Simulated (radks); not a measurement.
Values are calculated unless marked as measured or tabulated.
Task: The mean radii <r> (bohr) of the occupied orbitals of an atom or ion are listed with their occupations. Level of theory: non-relativistic Kohn-Sham, PBE, spin-unpolarised, spherical densities, point nucleus (a radial shooting solver on a logarithmic mesh with Libxc functionals).

| orbital | occ. | <r> |
|---|---|---|
| 1s | 2 | 0.03545 |
| 2s | 2 | 0.1547 |
| 2p | 6 | 0.1325 |
| 3s | 2 | 0.4274 |
| 3p | 6 | 0.4215 |
| 3d | 10 | 0.3983 |
| 4s | 2 | 1.080 |
| 4p | 6 | 1.172 |
| 4d | 4 | 1.578 |
| 5s | 1 | 3.116 |
| 5p | 2 | 4.019 |

Name the element and its charge.

Result: Z = 43, technetium, charge 0: Tc in [Kr] 4d4 5s1 5p2. The 1s radius gives Z: for a bare nucleus <r> = 1.5/Z, 0.03488 bohr for Z = 43, and screening makes it slightly larger (0.03545 here). The occupations add up to 43, and the charge is Z minus that.
